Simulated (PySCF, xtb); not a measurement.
B(H)(F)(NH2) (BFH₃N), SMILES B(F)N.

Geometry: B3LYP-D3(BJ)/def2-TZVP. The values are those of a single conformer.

Level of theory: C-PCM-PBE0/def2-SVP (PySCF).

The values are the electrostatic part of the solvation free energy, E(continuum) − E(gas) at the gas-phase geometry, in a cavity of scaled van der Waals radii (PySCF's table); cavitation and dispersion terms are not included. In vacuum the orbital gap is 9.70 eV. The dipole moment in vacuum is 2.57 D.

| solvent | ε | ΔG(elec) (kcal/mol) | dipole (D) | gap (eV) |
|---|---|---|---|---|
| water | 78.36 | -4.0 | 3.07 | 9.48 |
| N,N-dimethylformamide | 37.22 | -4.0 | 3.06 | 9.48 |
| tetrahydrofuran | 7.43 | -3.5 | 3.00 | 9.51 |

For comparison, GFN2-xTB/ALPB(water) (xtb, at the GFN2-xTB geometry, all terms of that model) gives -5.5 kcal/mol.
